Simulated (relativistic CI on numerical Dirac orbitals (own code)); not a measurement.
One change at a time: Hf⁷⁺

Base calculation: Dirac-Coulomb-Breit CI, orbitals from a KLI potential per configuration, model QED (radiative potential, 1s self-energy scaled to tabulated hydrogen-like ionisation energies), unscaled Slater integrals.

Configuration list (outside the closed core [Kr] 4d10): 4f¹³5s²5p⁴, 4f¹²5s²5p⁵, 4f¹⁴5s²5p³, 4f¹³5s5p⁵, 4f¹³5s²5p³5d, 4f¹²5s5p⁶, 4f¹¹5s²5p⁵5d, 4f¹²5s²5p⁴5d, 4f¹⁴5s²5p²5d, 4f¹⁴5s5p⁴, 4f¹¹5s²5p⁵6s, 4f¹³5s5p⁴5d, 4f¹³5s²5p³5f, 4f¹⁴5s²5p²6s, 4f¹⁴5p⁵, 4f¹³5s²5p³6s, 4f¹²5s²5p⁴6p, 4f¹⁴5s²5p²5g, 4f¹⁴5s5p³6p, 4f¹³5p⁵5d, 4f¹⁴5p⁴5d, 4f¹³5s5p⁴6s, 4f¹⁴5p⁴6s, 4f¹¹5s²5p⁶, 4f¹⁰5s²5p⁶5d, 4f¹³5p⁶, 4f¹²5p⁶5d, 4f¹⁴5s²5p²6p, 4f¹⁴5s²5p5d6p, 4f¹⁴5s5p³5d, 4f¹⁴5s5p²5d², 4f¹⁴5s²5p²5f, 4f¹⁴5s²5p5d5f. Double excitations out of closed p, d and f shells are left out; levels of such configurations are missing from the list, as are those of other unlisted configurations, and high levels can miss mixing partners. These lack a partner that the ground configuration has and come out too high: 4f¹²5s²5p⁴6p.

The lowest level and the first level of each name with at least 55 % of one term (blank where a level has no safe partner in the second run):

| Level | Base (cm⁻¹) | Shift (cm⁻¹) |
| --- | --- | --- |
| 4f¹¹5s²5p⁶ ⁴I°15/2 | 0.0 | 0.0 |
| 4f¹¹5s²5p⁶ ⁴I°13/2 | 11663.2 | +63.8 |
| 4f¹¹5s²5p⁶ ⁴I°11/2 | 17223.3 | -642.5 |
| 4f¹²5s²5p⁵ ⁴H°13/2 | 19803.1 | -1756.7 |
| 4f¹²5s²5p⁵ ⁴I°15/2 | 22233.7 | -2103.1 |
| 4f¹¹5s²5p⁶ ⁴S°3/2 | 30854.5 | -2854.7 |
| 4f¹¹5s²5p⁶ ⁴F°7/2 | 35497.6 | -2371.7 |
| 4f¹¹5s²5p⁶ ⁴F°5/2 | 37940.7 | -2671.6 |
| 4f¹²5s²5p⁵ ⁴I°13/2 | 39744.8 | -2642.3 |
| 4f¹²5s²5p⁵ ⁴D°1/2 | 42685.7 | -3495.3 |
| 4f¹¹5s²5p⁶ ²K°15/2 | 43371.7 | -3344.2 |
| 4f¹¹5s²5p⁶ ⁴G°11/2 | 44421.8 | -2983.4 |
| 4f¹¹5s²5p⁶ ⁴G°9/2 | 47630.2 | -3133.2 |
| 4f¹¹5s²5p⁶ ²K°13/2 | 52525.8 | -3575.5 |
| 4f¹¹5s²5p⁶ ²P°1/2 | 54485.0 | -4057.4 |
| 4f¹¹5s²5p⁶ ⁴G°5/2 | 57041.2 | -3862.5 |
| 4f¹¹5s²5p⁶ ⁴G°7/2 | 57652.6 | -3356.6 |
| 4f¹¹5s²5p⁶ ⁴D°7/2 | 65199.2 | -4720.9 |
| 4f¹¹5s²5p⁶ ²I°11/2 | 65903.9 | -5516.5 |
| 4f¹²5s²5p⁵ ²I°13/2 | 66138.6 | -5132.2 |
| 4f¹¹5s²5p⁶ ²L°17/2 | 66642.7 | -5594.9 |
| 4f¹³5s²5p⁴ ⁴G°11/2 | 66818.2 | -2597.0 |

At this charge configurations can still be misplaced by up to about 7 % of their energy. Terms inside the open d or f shell come out 10 to 20 % too wide with unscaled integrals. Levels and lines within the n = 5 or 6 shells can be off by up to 10 % or somewhat more, and those that change n by about 2 %, since core polarisation is missing. Levels that differ in their count of f electrons can be misplaced by several ten thousand cm⁻¹, since the correlation energy of f electrons is missing or only estimated; rates across such gaps can be off by orders of magnitude. The computed lowest level isn't the tabulated ground level, which NIST ASD gives as 4f13 5p4 °.

Problem. One thing was changed in a second run, which moved the levels as shown. Which?
A. valence Slater integrals scaled by 0.9
B. configuration mixing switched off
C. Breit term removed
D. one mean potential for all configurations
E. QED terms removed

Solution. A. Valence Slater integrals scaled by 0.9. Scaling acts on the splittings between terms and on the mixing, and leaves the fine structure of pure LS terms nearly alone; in jj coupling it moves the levels of one term differently.

LS names give the leading component of a level, which can be under half, so a name can repeat, a term be missing and a line seem to break the LS rules.
